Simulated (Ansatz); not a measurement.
Geometry optimisation, RHF/def2-SVP (Ansatz).

Input:

```yaml
crystal:
  periodic: [false, false, false]
  atoms:
    - { symbol: Si, position_ang: [0.0, 0.0, 0.0] }
    - { symbol: O, position_ang: [0.0, 0.0, 1.68] }
    - { symbol: H, position_ang: [-0.9095, -0.2814, 2.0171] }
    - { symbol: Cl, position_ang: [2.0086, 0.0, -0.7093] }
    - { symbol: Cl, position_ang: [-1.0032, 1.7381, -0.7093] }
    - { symbol: O, position_ang: [-0.7913, -1.3709, -0.5594] }
    - { symbol: Si, position_ang: [-1.673, -2.4329, 0.3983] }
    - { symbol: H, position_ang: [-1.2634, -2.287, 1.792] }
    - { symbol: H, position_ang: [-3.0964, -2.1323, 0.2761] }
    - { symbol: H, position_ang: [-1.4264, -3.8036, -0.0398] }
basis:
  gaussian: { orbitals: def2-SVP }
hamiltonian:
  xc: hf
relax:
  f_tol: 0.02
  max_steps: 40
```

Command:

```bash
$ ansatz run input.yaml --threads 4 --pin off --max-ram 5120MiB --backend cpu --events-out ev --progress --plain --runs-dir out
```

Where does it end, and by what steps?

The run converged. The force dipped under the threshold on the way, but the program's further checks kept it going. After 17 steps the energy has fallen by 0.787 eV; H3 moved furthest, 1.67 Å.

```json
{"step": "0", "energy less start (eV)": "0.0000", "largest force component (eV/Å)": "2.908", "accepted": "yes"}
{"step": "1", "energy less start (eV)": "-0.4752", "largest force component (eV/Å)": "1.291", "accepted": "yes"}
{"step": "2", "energy less start (eV)": "-0.6011", "largest force component (eV/Å)": "0.625", "accepted": "yes"}
{"step": "3", "energy less start (eV)": "-0.6669", "largest force component (eV/Å)": "0.454", "accepted": "yes"}
{"step": "4", "energy less start (eV)": "-0.7047", "largest force component (eV/Å)": "0.354", "accepted": "yes"}
{"step": "5", "energy less start (eV)": "-0.7417", "largest force component (eV/Å)": "0.127", "accepted": "yes"}
{"step": "6", "energy less start (eV)": "-0.7585", "largest force component (eV/Å)": "0.093", "accepted": "yes"}
{"step": "7", "energy less start (eV)": "-0.7641", "largest force component (eV/Å)": "0.501", "accepted": "yes"}
{"step": "8", "energy less start (eV)": "-0.7664", "largest force component (eV/Å)": "0.320", "accepted": "yes"}
{"step": "9", "energy less start (eV)": "-0.7750", "largest force component (eV/Å)": "0.032", "accepted": "yes"}
{"step": "10", "energy less start (eV)": "-0.7749", "largest force component (eV/Å)": "0.504", "accepted": "no"}
{"step": "11", "energy less start (eV)": "-0.7774", "largest force component (eV/Å)": "0.093", "accepted": "yes"}
{"step": "12", "energy less start (eV)": "-0.7806", "largest force component (eV/Å)": "0.185", "accepted": "yes"}
{"step": "13", "energy less start (eV)": "-0.7814", "largest force component (eV/Å)": "0.322", "accepted": "yes"}
{"step": "14", "energy less start (eV)": "-0.7855", "largest force component (eV/Å)": "0.014", "accepted": "yes"}
{"step": "15", "energy less start (eV)": "-0.7865", "largest force component (eV/Å)": "0.079", "accepted": "yes"}
{"step": "16", "energy less start (eV)": "-0.7839", "largest force component (eV/Å)": "0.149", "accepted": "no"}
{"step": "17", "energy less start (eV)": "-0.7873", "largest force component (eV/Å)": "0.017", "accepted": "yes"}
```

```xyz
10
Properties=species:S:1:pos:R:3
Si -0.069 0.021 0.255
O 0.498 0.529 1.686
H -0.009 1.102 2.240
Cl 1.541 -0.520 -0.877
Cl -1.071 1.561 -0.662
O -1.073 -1.223 0.394
Si -1.827 -2.691 0.296
H -2.015 -3.218 1.662
H -3.137 -2.513 -0.359
H -0.992 -3.620 -0.490
```

Whether the end is a true minimum wasn't checked by a vibrational analysis.

Time of the run: 16 s on 4 threads of Arm Neoverse V2, with other jobs on the host, peak memory 0.29 GiB.
